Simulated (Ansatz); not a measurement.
Reaction (cleavage of the Si–Ge bond): `O[SiH2][GeH2][SH]` + `N[SiH3]` → `O[SiH2]N[SiH3]` + `[SH][GeH3]`

Program: Ansatz. Geometries: PBE0-D4/def2-TZVP. ΔE: electronic, gas phase. CBS: MP2 limit from def2 TZ/QZ plus the TZ coupled-cluster correction, frozen cores. This one scheme is used for every species. Functionals use def2-TZVPP. For Ge outer-core shells are correlated without core-valence functions, which leaves a few kJ/mol of doubt a bond. Scalar relativity is left out up to krypton. Each species was taken in one conformer, which may not be the lowest.

`O[SiH2][GeH2][SH]`:

Z-matrix (Å, degrees):
```
Si
Ge 1 2.380
O 1 1.648 2 106.6
H 1 1.492 2 108.9 3 -120.5
H 1 1.492 2 110.7 3 121.7
S 2 2.233 1 109.9 3 69.4
H 2 1.536 1 113.0 3 -46.3
H 2 1.542 1 111.2 3 -169.1
H 3 0.958 1 118.2 2 -170.0
H 6 1.343 2 94.5 1 54.4
```

`N[SiH3]`:

```xyz
7

N     0.880   -0.476   -0.371
Si   -0.481    0.319    0.318
H     1.350   -0.065   -1.161
H     0.888   -1.481   -0.436
H    -0.113    1.742    0.542
H    -1.730    0.307   -0.502
H    -0.793   -0.346    1.609
```

`O[SiH2]N[SiH3]`:

Z-matrix (Å, degrees):
```
Si
N 1 1.720
O 1 1.645 2 114.4
H 1 1.488 2 105.6 3 -122.3
H 1 1.478 2 110.6 3 115.9
Si 2 1.729 1 127.5 3 -69.6
H 2 1.010 1 115.6 3 108.0
H 3 0.958 1 117.8 2 -59.6
H 6 1.484 2 106.8 1 -9.4
H 6 1.489 2 112.5 1 110.3
H 6 1.488 2 111.1 1 -129.3
```

`[SH][GeH3]`:

```xyz
6

S     0.707    1.390   -0.730
Ge   -0.370   -0.415   -0.004
H     1.528    1.459    0.331
H    -1.052   -0.127    1.343
H     0.602   -1.596    0.147
H    -1.415   -0.710   -1.086
```

| level | ΔE (kJ/mol) |
| --- | --- |
| r2SCAN | -64.7 |
| SCS-MP2/def2-TZVPP | -75.5 |

Question: What does CCSD(T)/CBS give? (Best estimate.)

Answer: Computed: -68.3 kJ/mol. The listed levels differ from it by 3.6, -7.2 kJ/mol.

Largest T1 diagnostic among the species: 0.012.

In def2-TZVPP, CCSD(T) changes the Hartree–Fock value by +10.9 kJ/mol (the triples alone add +1.0 kJ/mol) and MP2 by +7.4 kJ/mol. From PBE to PBE0 (25 % exact exchange), in def2-TZVPP and without D4, ΔE moves by −5.7 kJ/mol.
